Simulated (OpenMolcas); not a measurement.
4d ions of charge +1 along the row

```yaml
Program: OpenMolcas
Method: SS-CASPT2, IPEA 0.25 Eh, imaginary shift 0.1 Eh
Basis: ANO-RCC-VTZP
Scalar_Hamiltonian: DKH2, point nucleus
Spin-orbit_coupling: state interaction with AMFI integrals over the reference wave functions, term energies averaged over their components
```

Active space: the 4d shell; CASPT2 also correlates the outermost closed s and p core shells.

B and C come from two terms' centres of gravity (d2, d8: 3P = 15B, 1G = 12B + 2C; d3, d7: 4P = 15B, 2G = 4B + 3C; d4, d6: 3G = 9B + 4C, 3H = 4B + 4C; d5: 4D = 17B + 5C, 4G = 10B + 5C, above the ground term), where all their levels are at least 80 % pure. ζ = ±2S·A comes from the whole width of the ground multiplet by E(J) = (A/2) J(J+1), where its levels are at least 85 % pure. Energies in cm-1.

```
Ion  Configuration  Lowest level  Weight (%)    B     C     ζ  ζ measured
Nb+            4d⁴           ⁵D₀          98  501  2069   491         490
Mo+            4d⁵        ⁶S_5/2          99                             
Ru+            4d⁷        ⁴F_9/2          98  563  2745   914         887
Rh+            4d⁸           ³F₄          99             1009        1023
```

Measured columns use the levels in NIST Handbook of Basic Atomic Spectroscopic Data (Nb+, Ru+, Rh+).

The computed ζ goes from 491 (Nb+) to 1009 cm-1 (Rh+), a factor of 2.05, rising at every step. It departs from the measured column by -1 to +3 %.

Term energies are means over components that CASPT2 splits; among the low terms the widest spread is 710 cm-1 (4d⁸ ¹G, Rh+). Configurations with an s electron lie low at this charge and mix in, so terms can be misplaced. The CASPT2 spread within a term exceeds the gap to the next term for 4d⁴ ¹I and 4d⁴ ³D, 4d⁴ ³D and 4d⁴ ¹G(1), 4d⁴ ³P(2) and 4d⁴ ³F(2), so the order of their levels is uncertain, and so are names and mixing where such terms share a J (figures for Nb+; the like holds for Mo+, Ru+). Some high roots are left out of the spin-orbit mixing, which shifts the levels that they would mix with (holds for Nb+; Mo+). Some terms miss by over 15 % even with CASPT2, which points to a basis or an active space too small for the shells correlated (holds for Nb+; Ru+). Measured partners are found by configuration, term and J. A level has none where our copy of the source lacks it or the pairing is in doubt (some pairs that miss far off the trend of their configuration count as doubtful), and it then counts in no deviation. Levels of configurations outside the active space are missing.

A number in round brackets counts repeated terms of one configuration in the order of the reference energies.
